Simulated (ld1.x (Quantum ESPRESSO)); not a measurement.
# Scattering properties, RRKJ potential for chromium

- Element: chromium
- Generator: ld1.x (Quantum ESPRESSO) 7.5
- Type: norm-conserving RRKJ (Kleinman–Bylander form)
- Functional: PBE
- Relativity: scalar-relativistic
- Frozen core: [Ne]
- Valence charge: 14
- Reference configuration: 3s2 3p6 3d3 4s0 4p0 (charge +3)
- Partial waves: 3s (bound): rc 1.05 bohr; 3p (bound): rc 1.00 bohr; 3d (bound): rc 2.10 bohr
- Local potential: the d channel
- Core correction: Bessel-smoothed model core inside 0.60 bohr
- rho0: 0.001

The phase is arctan(r·u′/u) with u = r·R(r), unwrapped; energies in Ry, scanned from -10 to 5 Ry. A pole is an energy at which the radial function vanishes at the test radius. The pseudo phase is shifted by a multiple of π to meet the all-electron one at the reference energy, and phase errors are pseudo minus all-electron; the curves can meet again beyond the range given. Levels narrower than the energy grid can be missing from the lists of poles.

**Question.** For each channel, where are the poles, and over which energies does the pseudopotential scatter like the atom?

**Answer.**

```csv
channel,radius (bohr),reference energy (Ry),"poles, all-electron","poles, pseudo",unbroken range about the reference energy with phases within 0.05 rad,phase error 1 Ry above the reference energy (rad)
s,2.29,-8.28,"-8.25, 0.97","-8.25, -0.07",below -3.6,+0.004
p,2.29,-6.15,"-6.09, 2.06","-6.08, 2.23",below -3.0,+0.008
d,2.29,-2.88,"-2.65, 3.64",-2.64,below -1.6,+0.036
```

Phases in the d channel:

| E (Ry) | all-electron | pseudo |
| --- | --- | --- |
| -10.00 | 1.417 | 1.418 |
| -9.76 | 1.415 | 1.416 |
| -9.52 | 1.412 | 1.413 |
| -9.28 | 1.409 | 1.411 |
| -9.04 | 1.407 | 1.408 |
| -8.80 | 1.404 | 1.405 |
| -8.56 | 1.401 | 1.402 |
| -8.32 | 1.398 | 1.399 |
| -8.08 | 1.394 | 1.396 |
| -7.84 | 1.391 | 1.392 |
| -7.60 | 1.387 | 1.389 |
| -7.36 | 1.382 | 1.385 |
| -7.12 | 1.378 | 1.380 |
| -6.88 | 1.373 | 1.376 |
| -6.64 | 1.368 | 1.371 |
| -6.40 | 1.362 | 1.365 |
| -6.16 | 1.356 | 1.359 |
| -5.92 | 1.349 | 1.353 |
| -5.68 | 1.341 | 1.345 |
| -5.44 | 1.332 | 1.337 |
| -5.20 | 1.322 | 1.328 |
| -4.96 | 1.310 | 1.317 |
| -4.72 | 1.297 | 1.304 |
| -4.48 | 1.280 | 1.288 |
| -4.24 | 1.258 | 1.268 |
| -4.00 | 1.228 | 1.241 |
| -3.76 | 1.184 | 1.199 |
| -3.52 | 1.106 | 1.126 |
| -3.28 | 0.915 | 0.945 |
| -3.04 | -0.056 | -0.017 |
| -2.80 | -1.382 | -1.380 |
| -2.56 | -1.634 | -1.622 |
| -2.32 | -1.733 | -1.714 |
| -2.08 | -1.795 | -1.768 |
| -1.84 | -1.846 | -1.809 |
| -1.60 | -1.895 | -1.845 |
| -1.36 | -1.948 | -1.881 |
| -1.12 | -2.011 | -1.919 |
| -0.88 | -2.091 | -1.962 |
| -0.64 | -2.199 | -2.012 |
| -0.40 | -2.356 | -2.074 |
| -0.16 | -2.594 | -2.154 |
| 0.08 | -2.947 | -2.259 |
| 0.32 | -3.384 | -2.405 |
| 0.56 | -3.774 | -2.609 |
| 0.80 | -4.046 | -2.889 |
| 1.04 | -4.224 | -3.233 |
| 1.28 | -4.343 | -3.574 |
| 1.52 | -4.427 | -3.850 |
| 1.76 | -4.489 | -4.050 |
| 2.00 | -4.537 | -4.192 |
| 2.24 | -4.576 | -4.294 |
| 2.48 | -4.608 | -4.370 |
| 2.72 | -4.635 | -4.429 |
| 2.96 | -4.658 | -4.476 |
| 3.20 | -4.679 | -4.513 |
| 3.44 | -4.698 | -4.545 |
| 3.68 | -4.715 | -4.571 |
| 3.92 | -4.731 | -4.594 |
| 4.16 | -4.747 | -4.614 |
| 4.40 | -4.763 | -4.632 |
| 4.64 | -4.778 | -4.648 |
| 4.88 | -4.794 | -4.662 |
